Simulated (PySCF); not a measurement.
Input file for PySCF: R-M06-2X/6-31G* on C2H7N (SMILES CCN), a point of a torsion scan.

```python
from pyscf import gto, scf, dft, mp
from pyscf.data.elements import chemcore

mol = gto.M(
    atom='''
    C     1.03545018    0.44441532   -0.00084731
    C    -0.09603148   -0.56324674   -0.17428557
    N    -1.37766897    0.11979310   -0.09278175
    H     1.99899125   -0.04383404   -0.12157107
    H     0.93797633    1.23247948   -0.74148004
    H     0.99285568    0.89506490    0.98814996
    H     0.01308964   -1.37358759    0.56628653
    H    -0.02155876   -1.01111724   -1.16910735
    H    -2.11686427   -0.43030157   -0.51184711
    H    -1.62276099    0.32206740    0.86905581
    ''',
    basis='6-31g*',
    cart=True,
    charge=0, spin=0, verbose=3, max_memory=1800)
mf = dft.RKS(mol, xc='m062x')
mf.conv_tol = 1e-8
mf.max_cycle = 100
mf.kernel()
if not mf.converged:
    mf = mf.newton().run(mf.mo_coeff, mf.mo_occ)
```

Q: Predict the final total energy.

A: -135.0899 hartree.
